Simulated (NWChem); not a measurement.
**Total energies of silene (CH₄Si)**

```
Si
C 1 1.7076
H 2 1.0937 1 122.09
H 2 1.0937 3 115.83 1 180.00
H 1 1.4855 2 122.73 3 180.00
H 1 1.4855 5 114.54 2 180.00
```
Charge 0, spin multiplicity 1.

Everything below was run with NWChem. The geometry was optimised at PBE0/def2-SVP, a minimum by its harmonic frequencies.

Basis set: STO-3G (18 functions).

| method | total energy (Ha) |
|---|---|
| RHF | -325.21695 |
| MP2 | -325.33812 |
| B2PLYP | -325.85811 |
| PBE | -325.86072 |
| B3LYP | -326.08636 |
| r2SCAN | -326.03290 |
| CCSD(T) | -325.37963 |

Total energies of different functionals aren't comparable as a measure of quality: only differences taken within one method are. 

The correlated methods keep 6 core orbitals frozen. B3LYP has NWChem's definition, with VWN1-RPA local correlation. No row is a measurement; the coupled-cluster row has its own basis-set and correlation limits.
